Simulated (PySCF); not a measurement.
Zero-point energy (kcal/mol) of eight silicon and germanium compounds: PBE-D3(BJ) beside B3LYP-D3(BJ), computed with PySCF for isolated molecules in the bases named; differences from unrounded values. The eight are the first of their class met in an unordered collection, after screening for sound electronic states; none was chosen by its value. Each level has its own optimised geometry.

```tsv
molecule	basis	B3LYP-D3(BJ)	PBE-D3(BJ)	difference
Si(H)(Cl)(Me)(NH2) (CH6ClNSi), SMILES C[SiH](N)Cl	def2-SVP	45.97	44.86	-1.12
B₂H₆O₄Si, SMILES OB(O)[SiH2]B(O)O	def2-SVP	54.26	52.62	-1.64
C4H8OSi, SMILES O=C1C[SiH](C1)C	def2-SVP	67.59	65.81	-1.78
Si(F)(Me)2(SeH) (C2H7FSeSi), SMILES C[Si](C)(F)[SeH]	def2-SVP	53.07	51.74	-1.34
Cl2FH5Si3, SMILES F[SiH2][SiH2][SiH](Cl)Cl	def2-SVP	31.46	30.39	-1.07
trichloro(fluoromethyl)silane (CH2Cl3FSi), SMILES FC[Si](Cl)(Cl)Cl	def2-SVP	22.36	21.71	-0.65
Si(F)(vinyl)(OH)2 (C2H5FO2Si), SMILES C=C[Si](O)(O)F	def2-SVP	46.50	45.24	-1.27
Ge(Cl)3(SiH3) (Cl3GeH3Si), SMILES [Cl][Ge]([SiH3])([Cl])[Cl]	def2-SVP	18.34	17.75	-0.59
```

PBE-D3(BJ) lies below B3LYP-D3(BJ) in 8 and above it in 0 of the eight; the mean signed difference is -1.18 and the largest -1.78 kcal/mol.
